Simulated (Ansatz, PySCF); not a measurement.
Gas-phase reaction in SMILES: O[SiH](O)O [trihydroxysilane] -> O[Si-](O)O + H+
Geometries: B3LYP-D3(BJ)/def2-TZVP minima from Ansatz (a program for electronic structure), one conformer each, not searched for the lowest. Frequencies are from Ansatz or PySCF.
Geometry of the first species:
```xyz
8

O      0.4966     1.5128    -0.0600
Si    -0.1600     0.0575     0.2913
O      0.9302    -1.1724     0.3848
O     -1.1860    -0.3739    -0.9101
H      0.8173     1.6628    -0.9537
H     -0.8291     0.2598     1.5841
H      1.5897    -1.1489     1.0823
H     -1.2646    -1.3107    -1.1072
```

Property: gas-phase deprotonation energy (0 K, with B3LYP-D3(BJ) harmonic zero-point energies), in eV. Correlated levels leave the core frozen unless marked. No spin-orbit coupling. No relativistic terms. Anions need diffuse functions: aug- sets have them; def2-D sets add few; the other sets have none. Basis-set limits of correlation are two-point, X^-3; Hartree-Fock from the larger set.

CCSD(T)/CBS(aug-cc-pV(T+d)Z,aug-cc-pV(Q+d)Z) (Ansatz) gives 16.48 eV.

Task: Another calculation gave 16.55 eV. Which level was it?
A. PBE-QIDH/def2-TZVPD (Ansatz)
B. revPBE/def2-TZVPD (Ansatz)
C. B2GP-PLYP/def2-TZVPD (Ansatz)
D. PBE/def2-TZVPD (Ansatz)

Result: A, PBE-QIDH/def2-TZVPD (Ansatz). The others give 16.16 (revPBE), 16.04 (PBE), 16.43 (B2GP-PLYP) eV.
